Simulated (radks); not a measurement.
These are the eigenvalues of the occupied orbitals of an atom or ion with whole-number occupations (Ry). All-electron calculation, Dirac Kohn-Sham, PBEsol, spin-unpolarised, spherical densities, point nucleus. Program: a radial shooting solver on a logarithmic mesh with Libxc functionals.

1s1/2: -603.5309
2s1/2: -72.72288
2p1/2: -63.53912
2p3/2: -62.25591
3s1/2: -8.80788
3p1/2: -6.01382
3p3/2: -5.85165
3d3/2: -1.32883
3d5/2: -1.31106
4s1/2: -0.96824

Which element is it, and in what charge state? The configuration may be excited. Open shells, if any, fill j = l - 1/2 first.

Answer. Z = 28, nickel, charge +1: Ni+ in [Ar] 3d8 4s1. The list shows which subshells hold electrons but not how many an open one holds; the 1s level, -301.77 hartree, gives Z - s = 24.6 by -(Z - s)^2/2, which with screening and relativity narrows Z to a few neighbours, and the depths of the outer levels then fix element, charge and occupations together.
